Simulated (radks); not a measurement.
The numbers below are computed, except where a source is named.
Problem. Si+, 13 electrons, occupied as [Ne] 3s2 3p1 (the NIST ground configuration). Level of theory: non-relativistic Kohn-Sham, PBE, spin-polarised, spherical densities, point nucleus; open shells are filled with parallel spins first (a radial shooting solver on a logarithmic mesh with Libxc functionals). Some entries of the table are withheld. Estimate them.

| orbital | occ. | eigenvalue (hartree) | r(max) (bohr) |
|---|---|---|---|
| 1s up | 1 | -65.81259 | 0.07298 |
| 1s down | 1 | -65.80921 | 0.07298 |
| 2s up | 1 | -5.45113 | 0.4560 |
| 2s down | 1 | -5.44728 | 0.4561 |
| 2p up | 3 | -3.86282 | 0.3882 |
| 2p down | 3 | -3.85773 | 0.3884 |
| 3s up | 1 | -0.71491 | 1.759 |
| 3s down | 1 | -0.67411 | 1.743 |
| 3p up | 1 | -0.44561 | (1) |
| 3p down | 0 | -0.40518 | (2) |
| 3d up | 0 | (3) | 3.154 |

Solution. 
(1) 3p up r(max) (bohr): 2.027
(2) 3p down r(max) (bohr): 2.020
(3) 3d up eigenvalue (hartree): -0.14422
